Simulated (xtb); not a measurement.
xtb input (GFN2-xTB):

```bash
xtb mol.xyz --gfn 2 --sp --chrg 0 --uhf 0
```
mol.xyz:
```
7

C     -1.23321443    -0.03460907     0.11107650
Al     0.71260294     0.02567888    -0.06609284
H     -1.68313582    -0.63112520    -0.68859724
H     -1.51404125    -0.52507473     1.04958703
H     -1.69868486     0.95246504     0.10126852
H      1.53194824    -1.32317270    -0.20719139
H      1.49936195     1.40073666    -0.06231890
```

Output:

```
           -------------------------------------------------
          |                Calculation Setup                |
           -------------------------------------------------

           -------------------------------------------------
          |                 G F N 2 - x T B                 |
           -------------------------------------------------

        Reference                      10.1021/acs.jctc.8b01176
      * Hamiltonian:
        H0-scaling (s, p, d)           1.850000    2.230000    2.230000
        zeta-weighting                 0.500000
      * Dispersion:
        s8                             2.700000
        a1                             0.520000
        a2                             5.000000
        s9                             5.000000
      * Repulsion:
        kExp                           1.500000    1.000000
        rExp                           1.000000
      * Coulomb:
        alpha                          2.000000
        third order                    shell-resolved
        anisotropic                    true
        a3                             3.000000
        a5                             4.000000
        cn-shift                       1.200000
        cn-exp                         4.000000
        max-rad                        5.000000

          ...................................................
          :                      SETUP                      :
          :.................................................:
          :  # basis functions                  19          :
          :  # atomic orbitals                  18          :
          :  # shells                           10          :
          :  # electrons                        12          :
          :  max. iterations                   250          :
          :  Hamiltonian                  GFN2-xTB          :
          :  restarted?                      false          :
          :  GBSA solvation                  false          :
          :  PC potential                    false          :
          :  electronic temp.          300.0000000     K    :
          :  accuracy                    1.0000000          :
          :  -> integral cutoff          0.2500000E+02      :
          :  -> integral neglect         0.1000000E-07      :
          :  -> SCF convergence          0.1000000E-05 Eh   :
          :  -> wf. convergence          0.1000000E-03 e    :
          :  Broyden damping             0.4000000          :
          :  net charge                          0          :
          :  unpaired electrons                  0          :
          ...................................................

 iter      E             dE          RMSdq      gap      omega  full diag
   1     -5.7411991 -0.574120E+01  0.234E+01    4.18       0.0  T
   2     -5.7930304 -0.518312E-01  0.151E+01    4.51       1.0  T
   3     -5.7584648  0.345656E-01  0.703E+00    4.05       1.0  T
   4     -5.8026539 -0.441891E-01  0.230E+00    4.77       1.0  T
   5     -5.8058912 -0.323733E-02  0.966E-01    4.89       1.0  T
   6     -5.8061104 -0.219178E-03  0.556E-01    4.72       1.0  T
   7     -5.8064490 -0.338595E-03  0.237E-02    4.78       1.6  T
   8     -5.8064486  0.355617E-06  0.341E-02    4.78       1.1  T
   9     -5.8064494 -0.728221E-06  0.261E-03    4.77      14.5  T
  10     -5.8064494 -0.539712E-08  0.138E-03    4.77      27.4  T
  11     -5.8064494 -0.633354E-09  0.151E-04    4.77     250.9  T
  12     -5.8064494 -0.104885E-10  0.447E-05    4.77     845.6  T

   *** convergence criteria satisfied after 12 iterations ***

         #    Occupation            Energy/Eh            Energy/eV
      -------------------------------------------------------------
         1        2.0000           -0.5791892             -15.7605
         2        2.0000           -0.4927673             -13.4089
         3        2.0000           -0.4696027             -12.7785
         4        2.0000           -0.4677652             -12.7285
         5        2.0000           -0.4035140             -10.9802
         6        2.0000           -0.3874682             -10.5435 (HOMO)
         7                         -0.2120458              -5.7701 (LUMO)
         8                         -0.1993839              -5.4255
         9                         -0.1683794              -4.5818
        10                         -0.1326405              -3.6093
        11                         -0.1198539              -3.2614
       ...                                ...                  ...
        18                          0.9210482              25.0630
      -------------------------------------------------------------
                  HL-Gap            0.1754224 Eh            4.7735 eV
             Fermi-level           -0.2997570 Eh           -8.1568 eV

 SCC (total)                   0 d,  0 h,  0 min,  0.002 sec
 SCC setup                      ...        0 min,  0.000 sec (  2.470%)
 Dispersion                     ...        0 min,  0.000 sec (  0.990%)
 classical contributions        ...        0 min,  0.000 sec (  0.504%)
 integral evaluation            ...        0 min,  0.000 sec ( 14.127%)
 iterations                     ...        0 min,  0.001 sec ( 56.154%)
 molecular gradient             ...        0 min,  0.000 sec ( 22.611%)
 printout                       ...        0 min,  0.000 sec (  2.913%)

         :::::::::::::::::::::::::::::::::::::::::::::::::::::
         ::                     SUMMARY                     ::
         :::::::::::::::::::::::::::::::::::::::::::::::::::::
         :: total energy              -5.735219694049 Eh    ::
         :: gradient norm              0.016186842604 Eh/a0 ::
         :: HOMO-LUMO gap              4.773485889225 eV    ::
         ::.................................................::
         :: SCC energy                -5.806448892241 Eh    ::
         :: -> isotropic ES            0.026784107188 Eh    ::
         :: -> anisotropic ES          0.005436154698 Eh    ::
         :: -> anisotropic XC         -0.005770827260 Eh    ::
         :: -> dispersion             -0.002194875332 Eh    ::
         :: repulsion energy           0.071229198192 Eh    ::
         :: add. restraining           0.000000000000 Eh    ::
         :: total charge               0.000000000000 e     ::
         :::::::::::::::::::::::::::::::::::::::::::::::::::::

           -------------------------------------------------
          |                Property Printout                |
           -------------------------------------------------

    * Orbital Energies and Occupations

         #    Occupation            Energy/Eh            Energy/eV
      -------------------------------------------------------------
         1        2.0000           -0.5791892             -15.7605
         2        2.0000           -0.4927673             -13.4089
         3        2.0000           -0.4696027             -12.7785
         4        2.0000           -0.4677652             -12.7285
         5        2.0000           -0.4035140             -10.9802
         6        2.0000           -0.3874682             -10.5435 (HOMO)
         7                         -0.2120458              -5.7701 (LUMO)
         8                         -0.1993839              -5.4255
         9                         -0.1683794              -4.5818
        10                         -0.1326405              -3.6093
        11                         -0.1198539              -3.2614
        12                         -0.0504528              -1.3729
        13                          0.1828885               4.9767
        14                          0.2092372               5.6936
        15                          0.2161691               5.8823
Note: The following floating-point exceptions are signalling: IEEE_UNDERFLOW_FLAG IEEE_DENORMAL
normal termination of xtb
        16                          0.4525085              12.3134
        17                          0.7192135              19.5708
        18                          0.9210482              25.0630
      -------------------------------------------------------------
                  HL-Gap            0.1754224 Eh            4.7735 eV
             Fermi-level           -0.2997570 Eh           -8.1568 eV

     #   Z          covCN         q      C6AA      α(0)
     1   6 C        3.613    -0.228    25.669     7.313
     2  13 Al       2.585     0.351    94.717    19.906
     3   1 H        0.924     0.063     2.161     2.299
     4   1 H        0.924     0.060     2.199     2.319
     5   1 H        0.925     0.071     2.079     2.255
     6   1 H        0.872    -0.158     8.150     4.470
     7   1 H        0.872    -0.158     8.172     4.476

 Mol. C6AA /au·bohr⁶  :        604.997052
 Mol. C8AA /au·bohr⁸  :      24216.447113
 Mol. α(0) /au        :         43.038899

Wiberg/Mayer (AO) data.
largest (>0.10) Wiberg bond orders for each atom

 ---------------------------------------------------------------------------
     #   Z sym  total        # sym  WBO       # sym  WBO       # sym  WBO
 ---------------------------------------------------------------------------
     1   6 C    3.911 --     2 Al   1.089     4 H    0.913     3 H    0.912
                             5 H    0.911
     2  13 Al   3.125 --     1 C    1.089     7 H    0.894     6 H    0.894
     3   1 H    0.996 --     1 C    0.912
     4   1 H    0.996 --     1 C    0.913
     5   1 H    0.995 --     1 C    0.911
     6   1 H    0.975 --     2 Al   0.894
     7   1 H    0.975 --     2 Al   0.894
 ---------------------------------------------------------------------------

Topologies differ in total number of bonds
Writing topology from bond orders to xtbtopo.mol

molecular dipole:
                 x           y           z       tot (Debye)
 q only:       -0.501      -0.000       0.039
   full:       -0.659      -0.023       0.060       1.683
molecular quadrupole (traceless):
                xx          xy          yy          xz          yz          zz
 q only:       -0.639      -0.080      -1.207       0.244      -0.150       1.845
  q+dip:        0.525      -0.002      -0.980       0.003      -0.072       0.455
   full:       -1.988      -0.061      -3.688       0.682      -0.484       5.676

           -------------------------------------------------
          | TOTAL ENERGY               -5.735219694049 Eh   |
          | GRADIENT NORM               0.016186842604 Eh/α |
          | HOMO-LUMO GAP               4.773485889225 eV   |
           -------------------------------------------------

------------------------------------------------------------------------
------------------------------------------------------------------------
 total:
 SCF:
```
